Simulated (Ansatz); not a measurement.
Basis-set series for CH₅GeSe (`[CH3][GeH][SeH]`) radical. The species carries charge 0 and has multiplicity 2. Geometry: relaxed with PBE0-D4/def2-TZVP. It is one conformer, not always the lowest.

| functional | basis | functions | energy (Eh) | HOMO (eV) | LUMO (eV) |
| --- | --- | --- | --- | --- | --- |
| PBE0-D4 | def2-SVP | 103 | -4518.48834 | -5.65 | -2.64 |
| PBE0-D4 | def2-QZVPP | 385 | -4519.18847 | -5.74 | -2.74 |
| ωB97M-V | def2-SVP | 103 | -4518.79167 | -7.58 | -0.85 |
| ωB97M-V | def2-QZVPP | 385 | -4519.49069 | -7.69 | -1.05 |

Question: Give the rows for def2-TZVPP. (Estimate.)

Answer: Ansatz gave: 
| functional | basis | functions | energy (Eh) | HOMO (eV) | LUMO (eV) |
| --- | --- | --- | --- | --- | --- |
| PBE0-D4 | def2-TZVPP | 197 | -4519.09069 | -5.72 | -2.70 |
| ωB97M-V | def2-TZVPP | 197 | -4519.39540 | -7.67 | -0.96 |

HOMO and LUMO are taken over both spins. Scalar relativity is left out up to krypton.
